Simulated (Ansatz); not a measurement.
Cost and result up the ladder for (HBAsH)3 ring (B3As3H6) (12 atoms). Charge 0, multiplicity 1. Geometry: PBE-D4/def2-SVP.

```tsv
atom	x (Å)	y (Å)	z (Å)
B1	-1.426	-0.648	-0.081
H2	-2.129	-1.093	-0.967
As3	0.081	-1.824	0.543
B4	1.456	-0.551	-0.190
H5	2.118	-0.951	-1.128
As6	1.856	1.353	0.413
B7	0.005	1.151	1.133
H8	0.065	0.571	2.207
As9	-1.906	1.228	0.556
H10	0.074	-2.872	-0.577
H11	1.639	1.875	-1.021
H12	-1.833	1.760	-0.889
```

Ansatz on 4 threads of Arm Neoverse V1 on a shared host. Times are rough, and most runs start from the orbitals of an earlier one. ωB97M-V/def2-TZVP serves as the yardstick here, not as an exact answer. Differences are given only for rows in sets of like size (and for xTB, whose basis is part of the method), since another set adds its own error. Binding counts from free atoms at the same level (B doublet, H doublet, As quartet; other spins of the atoms weren't run), without zero-point energy or a counterpoise term.

Correlated methods freeze 30 core orbitals; core or outer-core shells of As are correlated, in sets that lack core-valence functions. The rows differ in basis, and correlated rows in double-zeta sets carry the largest basis error.

Correlated methods converge slowly with the basis, most of all in double-zeta sets.

```csv
level,functions,binding energy per atom (eV),difference from ωB97M-V/def2-TZVP (eV)
r2SCAN-D4/def2-TZVP,273,3.17,0.06
LDA (SPW92)/def2-TZVP,273,3.66,0.54
CCSD(T)/def2-SVP,168,2.87,–
PBE0-D4/def2-TZVP,273,3.16,0.04
PBE0-D4/def2-TZVPD,327,3.16,0.04
PBE-D4/def2-TZVP (with forces),273,3.22,0.10
HF/STO-3G,75,3.28,–
ωB97M-V/def2-TZVP,273,3.12,0.00
PBE0-D4/def2-SVP,168,3.18,–
B97M-V/def2-TZVP,273,3.18,0.06
MP2/def2-TZVP,273,3.01,-0.11
LDA (SPW92)/def2-TZVPD,327,3.66,0.55
PBE-D4/def2-TZVPD,327,3.22,0.10
PBE-D4/def2-SVP,168,3.24,–
```

Task: Estimate how long each takes.

Result: HF/STO-3G 0.55 s; PBE-D4/def2-SVP 2.6 s; LDA (SPW92)/def2-TZVP 2.8 s; LDA (SPW92)/def2-TZVPD 4.3 s; PBE0-D4/def2-SVP 4.4 s; PBE-D4/def2-TZVP (with forces) 6.5 s; PBE-D4/def2-TZVPD 8 s; MP2/def2-TZVP 11 s; PBE0-D4/def2-TZVP 11 s; r2SCAN-D4/def2-TZVP 11 s; PBE0-D4/def2-TZVPD 15 s; B97M-V/def2-TZVP 25 s; ωB97M-V/def2-TZVP 26 s; CCSD(T)/def2-SVP 85 s. On shared hardware such times vary by a factor of up to 3.
